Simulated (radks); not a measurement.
Task: All-electron atom: the indium ion In28+ in [Ar] 3d3 (the NIST ground configuration). Method: scalar-relativistic Kohn-Sham, PBEsol, spin-unpolarised, spherical densities, point nucleus; computed with a radial shooting solver on a logarithmic mesh with Libxc functionals. Some entries of the table are withheld. Estimate them.

orbital  occ.  eigenvalue (Ry)  r(max) (bohr)  <1/r> (bohr^-1)
1s          2        -2131.520        0.01923            51.84
2s          2        -396.3329         0.1084              (1)
2p          6        -365.6399            (2)            11.43
3s          2        -136.1258         0.3024            4.543
3p          6        -126.1855         0.2929            4.369
3d          3        -112.4620         0.2373              (3)
4s          0        -66.98871         0.6340            2.281
4p          0        -63.07465         0.6400              (4)

Result: 
(1) 2s <1/r> (bohr^-1): 11.89
(2) 2p r(max) (bohr): 0.08671
(3) 3d <1/r> (bohr^-1): 4.174
(4) 4p <1/r> (bohr^-1): 2.201
